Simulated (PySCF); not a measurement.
# RbZn and its ions

r²SCAN; basis Rb def2-SVP with ECP28, Zn def2-SVP; scalar-relativistic core potentials; PySCF 2.14. Neutral (UKS): doublet (σ ↑), Re = 4.003 Å, ωe = 37.9 cm⁻¹, De = 0.09 eV, HOMO -2.46 eV, LUMO -1.40 eV.

RbZn⁺ (UKS): singlet (closed shell), Re = 3.685 Å, ωe = 58.6 cm⁻¹, De = 0.20 eV to Rb⁺ + Zn. The energies at the minima are -1803.20402 hartree for RbZn and -1803.05760 for RbZn⁺.

**Question.** Work out the adiabatic ionisation energy, without and with harmonic zero-point energies (1 hartree = 27.2114 eV, 1 eV = 8065.5 cm⁻¹), and the change of the bond length.

**Answer.** At r²SCAN: 0.14642 hartree = 3.984 eV between the minima; the zero-point term (58.6 − 37.9)/2 cm⁻¹ = +0.001 eV makes it 3.986 eV. Re changes by -31.8 pm against the neutral. The electron leaves a σ orbital, and the shorter bond of the ion fits an antibonding orbital, or a change in how ionic the bond is.

Closed-shell solutions of metal pairs were not tested for spin polarisation, which can lower them a little. Weak bonds: RbZn, RbZn⁺. Basis-set superposition, not corrected here, can be much of De in a small basis, most of all at correlated wavefunction levels. For an ion De counts to the pair picked by the measured ionisation energies or electron affinities, which need not be the lowest pair at this level. States were picked by a PBE0 search and need not be the measured ground states.
